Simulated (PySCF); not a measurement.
Working out the ionisation energy of P⁺

P⁺ [Ne] 3s2 3p2 (3P) → P²⁺ [Ne] 3s2 3p1 (2P). All numbers are calculated (PySCF 2.14, no relativity, point nucleus, in def2-TZVPPD). Frozen: 1s2. Energies in hartree (1 hartree = 27.21139 eV):

```json
{"part": "UHF", "P⁺ (lower)": "-340.345927", "P²⁺ (upper)": "-339.641728"}
{"part": "CCSD correlation", "P⁺ (lower)": "-0.236507", "P²⁺ (upper)": "-0.218634"}
{"part": "(T)", "P⁺ (lower)": "-0.003918", "P²⁺ (upper)": "-0.002729"}
```

Question: What does Hartree-Fock give?

Answer: (-339.641728) − (-340.345927) = 0.704199 hartree = 19.162 eV.

Question: What do CCSD and CCSD(T) give?

Answer: The CCSD correlation energies differ by 0.017873 hartree = 0.486 eV and the triples by 0.001189 hartree = 0.032 eV, so CCSD gives 19.648 eV and CCSD(T) 19.680 eV.

A first-order spin-orbit estimate adds -0.007 eV to CCSD(T) (valence and next inner shell), giving 19.673 eV against 19.769 eV (semi-empirical (NIST evaluation); NIST Atomic Spectra Database, ionization energies).

What remains against the reference includes basis incompleteness, the frozen core and higher excitations.
